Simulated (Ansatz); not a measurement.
`F/C([SeH])=C\[TeH]` and `C/C=C(\F)[SeH]` differ in one atom or group.

Ansatz, PBE0-D4/def2-TZVP geometries, multiplicity 1. Each molecule was computed in one conformer, which needn't be the lowest.

Elements past krypton have def2 core potentials. Scalar relativity is left out up to krypton. Spin–orbit coupling is left out; it splits and shifts lone-pair levels of the heavy atoms by tenths of an eV.

```csv
property,`F/C([SeH])=C\[TeH]`
size of the dipole moment (PBE/def2-TZVPP) / D,0.76
LUMO energy (PBE0/def2-TZVPP) / eV,-0.88
HOMO–LUMO gap (ωB97M-V/def2-TZVPP) / eV,9.15
HOMO–LUMO gap (B3LYP/def2-TZVPP) / eV,4.84
LUMO energy (B3LYP/def2-TZVPP) / eV,-1.11
HOMO–LUMO gap (PBE0/def2-TZVPP) / eV,5.27
```

(1) What does the change do to each property? (Best estimate.)

Results:

(1) Ansatz gave: 
```csv
property,`C/C=C(\F)[SeH]`,shift
size of the dipole moment (PBE/def2-TZVPP) / D,1.23,0.47
LUMO energy (PBE0/def2-TZVPP) / eV,-0.22,0.66
HOMO–LUMO gap (ωB97M-V/def2-TZVPP) / eV,10.69,1.54
HOMO–LUMO gap (B3LYP/def2-TZVPP) / eV,6.07,1.23
LUMO energy (B3LYP/def2-TZVPP) / eV,-0.47,0.64
HOMO–LUMO gap (PBE0/def2-TZVPP) / eV,6.54,1.27
```

With PBE0 the HOMO falls by 0.59 eV and the LUMO rises by 0.66 eV, so the gap widens by about 1.25 eV. PBE moves the HOMO by -0.45 eV and ωB97M-V by -0.75 eV. Dipoles are sizes alone; their direction can turn.

B3LYP here is the variant with VWN-RPA as its local correlation; programs differ in this.
